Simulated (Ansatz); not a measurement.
Ansatz (a quantum-chemistry and plane-wave program) input (B3LYP-D3(BJ)/def2-TZVP):

Ansatz 0.2 input:
```yaml
crystal:
  periodic: [false, false, false]
  atoms:
    - {symbol: C, position_ang: [2.51877549, -0.25736587, 0.21660325]}
    - {symbol: C, position_ang: [1.15759880, -0.37143427, 0.20793540]}
    - {symbol: C, position_ang: [0.20241614, 0.61978070, -0.25866838]}
    - {symbol: C, position_ang: [-1.14764683, 0.58559799, -0.30021225]}
    - {symbol: C, position_ang: [-2.01532063, -0.55298305, 0.15415027]}
    - {symbol: H, position_ang: [2.76363021, 0.75080772, -0.20703965]}
    - {symbol: H, position_ang: [0.70520986, -1.29680423, 0.58659423]}
    - {symbol: H, position_ang: [0.67410695, 1.53038168, -0.63129007]}
    - {symbol: H, position_ang: [-1.67564309, 1.45154281, -0.69549726]}
    - {symbol: H, position_ang: [-2.71143851, -0.24929077, 0.94805882]}
    - {symbol: H, position_ang: [-2.63398510, -0.95149831, -0.66175544]}
    - {symbol: H, position_ang: [-1.41681820, -1.37671172, 0.54207964]}
basis:
  gaussian:
    orbitals: def2-TZVP
hamiltonian:
  xc: b3lyp
  dispersion: d3bj
total_charge: -1
phonons: {temperatures: {t_min: 298.15, t_max: 298.15, t_step: 100}}
```

Output:

```
Functional definition: B3LYP
integrals: 0.10 GiB planned
1208 factors; their error is unknown
mean field: 0.98 GiB planned
mean field evaluation 1: about -5290.4528 eV, gradient 5.6e1 eV
mean field evaluation 2: about -5241.9254 eV, gradient 9.9e1 eV
mean field evaluation 4: about -5297.8450 eV, gradient 1.6e1 eV
mean field evaluation 8: about -5298.9230 eV, gradient 5.2e-1 eV
mean field evaluation 16: about -5298.9021 eV, gradient 1.8e-3 eV
mean field -5298.90209631 eV, -194.7310603146 hartree, gradient 2.1e-5 eV, S^2 0.000000; 0 other end points of the search recorded, 0 dependent functions left out
the calculation of the forces begins
reference -5298.90237423 eV, -194.7310705279 hartree; 19, 19 occupied and 178, 178 virtual orbitals, 1208 factors
these checks for a lower state are left out or cut short: stability, starts, cluster_reference, orbital_swaps, neighbouring_geometries, increment
integrals: 0.10 GiB planned
1208 factors; their error is unknown
mean field: 0.98 GiB planned
mean field -5298.90200888 eV, -194.7310571016 hartree, gradient 2.4e-6 eV, S^2 0.000000; 0 other end points of the search recorded, 0 dependent functions left out
the calculation of the forces begins
reference -5298.90228683 eV, -194.7310673162 hartree; 19, 19 occupied and 178, 178 virtual orbitals, 1208 factors
these checks for a lower state are left out or cut short: stability, starts, cluster_reference, orbital_swaps, neighbouring_geometries, increment
integrals: 0.10 GiB planned
1208 factors; their error is unknown
mean field: 0.98 GiB planned
mean field evaluation 32: about -5298.9014 eV, gradient 5.8e-1 eV
mean field -5298.90188170 eV, -194.7310524277 hartree, gradient 2.4e-6 eV, S^2 0.000000; 0 other end points of the search recorded, 0 dependent functions left out
the calculation of the forces begins
reference -5298.90215958 eV, -194.7310626397 hartree; 19, 19 occupied and 178, 178 virtual orbitals, 1208 factors
these checks for a lower state are left out or cut short: stability, starts, cluster_reference, orbital_swaps, neighbouring_geometries, increment
integrals: 0.10 GiB planned
1208 factors; their error is unknown
mean field: 0.98 GiB planned
mean field -5298.90200052 eV, -194.7310567943 hartree, gradient 2.4e-6 eV, S^2 0.000000; 0 other end points of the search recorded, 0 dependent functions left out
the calculation of the forces begins
reference -5298.90227847 eV, -194.7310670088 hartree; 19, 19 occupied and 178, 178 virtual orbitals, 1208 factors
these checks for a lower state are left out or cut short: stability, starts, cluster_reference, orbital_swaps, neighbouring_geometries, increment
integrals: 0.10 GiB planned
1208 factors; their error is unknown
mean field: 0.98 GiB planned
mean field -5298.90202300 eV, -194.7310576206 hartree, gradient 2.4e-6 eV, S^2 0.000000; 0 other end points of the search recorded, 0 dependent functions left out
the calculation of the forces begins
reference -5298.90230089 eV, -194.7310678327 hartree; 19, 19 occupied and 178, 178 virtual orbitals, 1208 factors
these checks for a lower state are left out or cut short: stability, starts, cluster_reference, orbital_swaps, neighbouring_geometries, increment
integrals: 0.10 GiB planned
1208 factors; their error is unknown
mean field: 0.98 GiB planned
mean field -5298.90207571 eV, -194.7310595574 hartree, gradient 2.4e-6 eV, S^2 0.000000; 0 other end points of the search recorded, 0 dependent functions left out
the calculation of the forces begins
reference -5298.90235361 eV, -194.7310697702 hartree; 19, 19 occupied and 178, 178 virtual orbitals, 1208 factors
these checks for a lower state are left out or cut short: stability, starts, cluster_reference, orbital_swaps, neighbouring_geometries, increment
integrals: 0.10 GiB planned
[...]
mean field: 0.98 GiB planned
mean field -5298.90205349 eV, -194.7310587410 hartree, gradient 2.4e-6 eV, S^2 0.000000; 0 other end points of the search recorded, 0 dependent functions left out
the calculation of the forces begins
reference -5298.90233143 eV, -194.7310689551 hartree; 19, 19 occupied and 178, 178 virtual orbitals, 1208 factors
these checks for a lower state are left out or cut short: stability, starts, cluster_reference, orbital_swaps, neighbouring_geometries, increment
integrals: 0.10 GiB planned
1208 factors; their error is unknown
mean field: 0.98 GiB planned
mean field -5298.90202687 eV, -194.7310577628 hartree, gradient 2.4e-6 eV, S^2 0.000000; 0 other end points of the search recorded, 0 dependent functions left out
the calculation of the forces begins
reference -5298.90230477 eV, -194.7310679752 hartree; 19, 19 occupied and 178, 178 virtual orbitals, 1208 factors
these checks for a lower state are left out or cut short: stability, starts, cluster_reference, orbital_swaps, neighbouring_geometries, increment
integrals: 0.10 GiB planned
1208 factors; their error is unknown
mean field: 0.98 GiB planned
mean field evaluation 448: about -5298.9020 eV, gradient 1.4e-6 eV
mean field -5298.90203064 eV, -194.7310579014 hartree, gradient 2.4e-6 eV, S^2 0.000000; 0 other end points of the search recorded, 0 dependent functions left out
the calculation of the forces begins
reference -5298.90230855 eV, -194.7310681142 hartree; 19, 19 occupied and 178, 178 virtual orbitals, 1208 factors
these checks for a lower state are left out or cut short: stability, starts, cluster_reference, orbital_swaps, neighbouring_geometries, increment
integrals: 0.10 GiB planned
1208 factors; their error is unknown
mean field: 0.98 GiB planned
mean field -5298.90208345 eV, -194.7310598421 hartree, gradient 2.4e-6 eV, S^2 0.000000; 0 other end points of the search recorded, 0 dependent functions left out
the calculation of the forces begins
reference -5298.90236138 eV, -194.7310700558 hartree; 19, 19 occupied and 178, 178 virtual orbitals, 1208 factors
these checks for a lower state are left out or cut short: stability, starts, cluster_reference, orbital_swaps, neighbouring_geometries, increment
integrals: 0.10 GiB planned
1208 factors; their error is unknown
mean field: 0.98 GiB planned
mean field -5298.90205863 eV, -194.7310589299 hartree, gradient 2.4e-6 eV, S^2 0.000000; 0 other end points of the search recorded, 0 dependent functions left out
the calculation of the forces begins
reference -5298.90233653 eV, -194.7310691426 hartree; 19, 19 occupied and 178, 178 virtual orbitals, 1208 factors
these checks for a lower state are left out or cut short: stability, starts, cluster_reference, orbital_swaps, neighbouring_geometries, increment
integrals: 0.10 GiB planned
1208 factors; their error is unknown
mean field: 0.98 GiB planned
mean field -5298.90208600 eV, -194.7310599357 hartree, gradient 2.4e-6 eV, S^2 0.000000; 0 other end points of the search recorded, 0 dependent functions left out
the calculation of the forces begins
reference -5298.90236394 eV, -194.7310701496 hartree; 19, 19 occupied and 178, 178 virtual orbitals, 1208 factors
these checks for a lower state are left out or cut short: stability, starts, cluster_reference, orbital_swaps, neighbouring_geometries, increment
integrals: 0.10 GiB planned
1208 factors; their error is unknown
mean field: 0.98 GiB planned
mean field -5298.90202876 eV, -194.7310578320 hartree, gradient 2.4e-6 eV, S^2 0.000000; 0 other end points of the search recorded, 0 dependent functions left out
the calculation of the forces begins
reference -5298.90230666 eV, -194.7310680448 hartree; 19, 19 occupied and 178, 178 virtual orbitals, 1208 factors
these checks for a lower state are left out or cut short: stability, starts, cluster_reference, orbital_swaps, neighbouring_geometries, increment
integrals: 0.10 GiB planned
1208 factors; their error is unknown
mean field: 0.98 GiB planned
mean field evaluation 480: about -5298.9015 eV, gradient 5.8e-1 eV
mean field -5298.90204262 eV, -194.7310583415 hartree, gradient 2.4e-6 eV, S^2 0.000000; 0 other end points of the search recorded, 0 dependent functions left out
the calculation of the forces begins
reference -5298.90232055 eV, -194.7310685553 hartree; 19, 19 occupied and 178, 178 virtual orbitals, 1208 factors
these checks for a lower state are left out or cut short: stability, starts, cluster_reference, orbital_swaps, neighbouring_geometries, increment
integrals: 0.10 GiB planned
1208 factors; their error is unknown
mean field: 0.98 GiB planned
mean field -5298.90202872 eV, -194.7310578305 hartree, gradient 2.4e-6 eV, S^2 0.000000; 0 other end points of the search recorded, 0 dependent functions left out
the calculation of the forces begins
reference -5298.90230662 eV, -194.7310680432 hartree; 19, 19 occupied and 178, 178 virtual orbitals, 1208 factors
these checks for a lower state are left out or cut short: stability, starts, cluster_reference, orbital_swaps, neighbouring_geometries, increment
integrals: 0.10 GiB planned
1208 factors; their error is unknown
mean field: 0.98 GiB planned
mean field -5298.90207842 eV, -194.7310596572 hartree, gradient 2.4e-6 eV, S^2 0.000000; 0 other end points of the search recorded, 0 dependent functions left out
the calculation of the forces begins
reference -5298.90235636 eV, -194.7310698711 hartree; 19, 19 occupied and 178, 178 virtual orbitals, 1208 factors
these checks for a lower state are left out or cut short: stability, starts, cluster_reference, orbital_swaps, neighbouring_geometries, increment
integrals: 0.10 GiB planned
1208 factors; their error is unknown
mean field: 0.98 GiB planned
mean field -5298.90200959 eV, -194.7310571278 hartree, gradient 2.4e-6 eV, S^2 0.000000; 0 other end points of the search recorded, 0 dependent functions left out
the calculation of the forces begins
reference -5298.90228749 eV, -194.7310673403 hartree; 19, 19 occupied and 178, 178 virtual orbitals, 1208 factors
these checks for a lower state are left out or cut short: stability, starts, cluster_reference, orbital_swaps, neighbouring_geometries, increment
integrals: 0.10 GiB planned
1208 factors; their error is unknown
mean field: 0.98 GiB planned
mean field evaluation 512: about -5298.9021 eV, gradient 2.4e-6 eV
mean field -5298.90205348 eV, -194.7310587407 hartree, gradient 2.4e-6 eV, S^2 0.000000; 0 other end points of the search recorded, 0 dependent functions left out
the calculation of the forces begins
reference -5298.90233142 eV, -194.7310689549 hartree; 19, 19 occupied and 178, 178 virtual orbitals, 1208 factors
these checks for a lower state are left out or cut short: stability, starts, cluster_reference, orbital_swaps, neighbouring_geometries, increment
integrals: 0.10 GiB planned
1208 factors; their error is unknown
mean field: 0.98 GiB planned
mean field -5298.90207944 eV, -194.7310596947 hartree, gradient 2.4e-6 eV, S^2 0.000000; 0 other end points of the search recorded, 0 dependent functions left out
the calculation of the forces begins
reference -5298.90235737 eV, -194.7310699083 hartree; 19, 19 occupied and 178, 178 virtual orbitals, 1208 factors
these checks for a lower state are left out or cut short: stability, starts, cluster_reference, orbital_swaps, neighbouring_geometries, increment
integrals: 0.10 GiB planned
1208 factors; their error is unknown
mean field: 0.98 GiB planned
mean field -5298.90206285 eV, -194.7310590848 hartree, gradient 2.4e-6 eV, S^2 0.000000; 0 other end points of the search recorded, 0 dependent functions left out
the calculation of the forces begins
reference -5298.90234076 eV, -194.7310692977 hartree; 19, 19 occupied and 178, 178 virtual orbitals, 1208 factors
Total energy: -5299.30120444 eV, -194.7457272678 hartree
Atom 0 at     2.518775    -0.257366     0.216603 Å, force     0.001583    -0.000448    -0.000731 eV/Å
Atom 1 at     1.157599    -0.371434     0.207935 Å, force    -0.000041     0.000832     0.000373 eV/Å
Atom 2 at     0.202416     0.619781    -0.258668 Å, force     0.000382    -0.000417    -0.001603 eV/Å
Atom 3 at    -1.147647     0.585598    -0.300212 Å, force     0.000170     0.001848    -0.000169 eV/Å
Atom 4 at    -2.015321    -0.552983     0.154150 Å, force    -0.000958     0.000154    -0.000115 eV/Å
Atom 5 at     2.763630     0.750808    -0.207040 Å, force     0.000515     0.000263     0.000620 eV/Å
Atom 6 at     0.705210    -1.296804     0.586594 Å, force     0.000202    -0.000091     0.000364 eV/Å
Atom 7 at     0.674107     1.530382    -0.631290 Å, force     0.000592    -0.000581     0.000801 eV/Å
Atom 8 at    -1.675643     1.451543    -0.695497 Å, force    -0.001519    -0.001856     0.000500 eV/Å
Atom 9 at    -2.711439    -0.249291     0.948059 Å, force    -0.000512     0.000372     0.000817 eV/Å
Atom 10 at    -2.633985    -0.951498    -0.661755 Å, force    -0.000259    -0.000073    -0.000799 eV/Å
Atom 11 at    -1.416818    -1.376712     0.542080 Å, force    -0.000155    -0.000003    -0.000058 eV/Å
Dipole moment:    -1.708581     0.299824    -0.200851 e Å
Vibrations: 39.34 125.00 227.60 366.95 421.90 621.68 641.60 780.88 917.62 964.40 988.27 1026.86 1059.29 1091.19 1191.35 1265.47 1323.72 1387.30 1403.53 1479.29 1484.36 1494.40 1633.66 2743.97 2962.15 2973.22 2976.40 3064.45 3092.94 3106.81 cm⁻¹, zero-point energy 2.656709 eV
```

It need not be the lowest isomer of its formula. Whether it binds its extra electron was not tested at this geometry.
